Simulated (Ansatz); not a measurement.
Cost and result for the atomization energy of H12Si4Sn (`[SiH3][Sn]([SiH3])([SiH3])[SiH3]`) (17 atoms, 16 bonds).

| atom | x (Å) | y (Å) | z (Å) |
| --- | --- | --- | --- |
| Si1 | -1.951 | 0.752 | 1.482 |
| Sn2 | -0.001 | 0.000 | -0.001 |
| Si3 | 2.216 | 0.604 | 1.134 |
| Si4 | -0.148 | 1.181 | -2.271 |
| Si5 | -0.118 | -2.537 | -0.345 |
| H6 | -1.886 | 0.072 | 2.803 |
| H7 | -1.895 | 2.223 | 1.701 |
| H8 | -3.249 | 0.417 | 0.838 |
| H9 | 3.362 | 0.171 | 0.289 |
| H10 | 2.319 | -0.070 | 2.456 |
| H11 | 2.307 | 2.074 | 1.341 |
| H12 | 0.992 | 0.776 | -3.137 |
| H13 | -0.105 | 2.656 | -2.088 |
| H14 | -1.418 | 0.823 | -2.958 |
| H15 | -1.392 | -2.909 | -1.017 |
| H16 | 1.017 | -2.996 | -1.190 |
| H17 | -0.049 | -3.237 | 0.965 |

The species carries charge 0 and has multiplicity 1. Correlated methods include outer-core shells of Sn, which these sets cover unevenly. Sn: def2 effective core potential. All single points use the PBE0-D4/def2-TZVP geometry. Program: Ansatz. All runs use 2 threads of an AMD EPYC 7R13 on a shared host and a share of an NVIDIA H100 80 GB. Times are those of one run each, without the atoms' runs, and a repeat can differ threefold. Electronic energies, without spin–orbit coupling; frozen cores. CCSD(T)/CBS adds CCSD(T) − MP2 in def2-TZVPP to the MP2 limit, and its time is that of the two runs behind it. T1 = 0.013. With those shells the extrapolation isn't a true limit. HSE06 is the plane-wave form, built on full-range PBE exchange.

CCSD(T)/CBS is a level of theory with its own doubt, some kJ/mol a heavy atom from the limit and from the frozen cores, so smaller differences don't rank the functionals.

```csv
level,functions,wall time
revPBE-D4/def2-TZVPP,386,3 s
PBE-D4/def2-TZVPP (with forces),386,3.4 s
LDA (SPW92)/def2-TZVPP,386,3.6 s
r2SCANh-D4/def2-TZVPP,386,3.8 s
CCSD(T)/def2-SVP,158,4.1 s
BHLYP-D4/def2-TZVPP,386,4.2 s
PBE0-D4/def2-TZVPP,386,4.3 s
B97M-V/def2-TZVPP,386,4.4 s
HSE06-D4/def2-TZVPP,386,5.5 s
CAM-B3LYP-D4/def2-TZVPP,386,6 s
MP2/def2-QZVPP,722,7.5 s
CCSD(T)/def2-TZVPP,386,17 s
CCSD(T)/CBS(def2),–,25 s
```

(1) What atomization energy does each give, and how far from CCSD(T)/CBS? (Estimate.)

Results:

(1) Ansatz gave: 
```tsv
level	atomization (kcal/mol)	difference from CCSD(T)/CBS	per bond
revPBE-D4/def2-TZVPP	1100.9	-41.0	-2.6
PBE-D4/def2-TZVPP (with forces)	1114.7	-27.2	-1.7
LDA (SPW92)/def2-TZVPP	1242.2	100.3	6.3
r2SCANh-D4/def2-TZVPP	1131.5	-10.4	-0.6
CCSD(T)/def2-SVP	1059.0	-82.9	-5.2
BHLYP-D4/def2-TZVPP	1129.8	-12.1	-0.8
PBE0-D4/def2-TZVPP	1118.6	-23.3	-1.5
B97M-V/def2-TZVPP	1141.8	-0.1	0.0
HSE06-D4/def2-TZVPP	1118.7	-23.2	-1.4
CAM-B3LYP-D4/def2-TZVPP	1135.4	-6.5	-0.4
MP2/def2-QZVPP	1109.8	-32.1	-2.0
CCSD(T)/def2-TZVPP	1111.4	-30.5	-1.9
CCSD(T)/CBS(def2)	1141.9	0.0	0.0
```

From r2SCAN to r2SCAN0 (25 % exact exchange), in def2-TZVPP and without D4, the atomization energy moves by −4.0 kcal/mol: exact exchange takes away binding that semilocal exchange gives to molecules. In def2-TZVPP, CCSD(T) changes the Hartree–Fock value by +247.7 kcal/mol (the triples alone add +9.8 kcal/mol) and MP2 by +228.0 kcal/mol; breaking electron pairs costs correlation energy, which Hartree–Fock lacks. Leaving LDA and LC-ωPBE aside and taking each functional with its dispersion term where it has one, the values, not all of them listed here, spread over 47.6 kcal/mol, from revPBE-D4 to ωB97X-V. LDA lies +139.0 kcal/mol from PBE without D4, its usual overbinding.

Spin–orbit coupling would lower the free Sn atoms strongly, and the atomization energy with them, by more than many differences here. For some Ge, Se and Sn compounds the MP2-based and the directly extrapolated limit differ by 10 to 25 kJ/mol.
